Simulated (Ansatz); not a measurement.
H$_{3}$IO$_{3}$Si (SMILES O[Si](O)(O)I), singlet, geometry from GFN2-xTB (all electrons, no relativity), with bond 8-4 at 1.8 times its length; SC-NEVPT2/STO-3G, CASSCF(4,5) run with Ansatz (a program for electronic structure).

Ansatz was given this input:
Ansatz 0.2 input:
```yaml
crystal:
  periodic: [false, false, false]
  atoms:
    - {symbol: O, position_ang: [-0.79855633, -1.62924235, -1.45886700]}
    - {symbol: Si, position_ang: [-1.07772134, -0.55635139, -0.29433902]}
    - {symbol: O, position_ang: [-1.64984357, -1.29004089, 1.01696924]}
    - {symbol: O, position_ang: [-2.11072173, 0.56573082, -0.80325474]}
    - {symbol: I, position_ang: [1.05488371, 0.54456194, 0.28810179]}
    - {symbol: H, position_ang: [-0.33704112, -2.44037854, -1.26957008]}
    - {symbol: H, position_ang: [-2.01366905, -0.78261729, 1.73594340]}
    - {symbol: H, position_ang: [-1.90612151, 1.30880867, -2.33423934]}
basis:
  gaussian:
    orbitals: STO-3G
magnetization: {spin_polarized: false}
correlation: {method: sc_nevpt2, electrons: all, active_space: {window: {electrons: 4, orbitals: 5}}}
```

Task: Predict the main parts of the log of this Ansatz run.

Result: 
```
Functional definition: HF
639 factors; integrals over basis functions are off by at most 3.7e-5 eV
mean field evaluation 1: about -200255.3213 eV, gradient 3.5e1 eV
mean field evaluation 2: about -200255.3689 eV, gradient 3.5e1 eV
mean field evaluation 4: about -200260.6401 eV, gradient 3.6e0 eV
mean field evaluation 8: about -200260.7053 eV, gradient 1.9e-4 eV
mean field -200260.70532762 eV, -7359.4451792087 hartree, gradient 3.2e-6 eV, S^2 0.000000; 0 other end points of the search recorded, 0 dependent functions left out; unrestricted orbitals would lower it
reference -200260.70532762 eV, -7359.4451792087 hartree; 47, 47 occupied and 7, 7 virtual orbitals, 639 factors
state -200264.18302738 eV, -7359.5729823176 hartree
state -200264.18302738 eV, -7359.5729823176 hartree; corrected -200267.05565105 eV, -7359.6785492904 hartree
Total energy: -200267.05565105 eV, -7359.6785492904 hartree
```
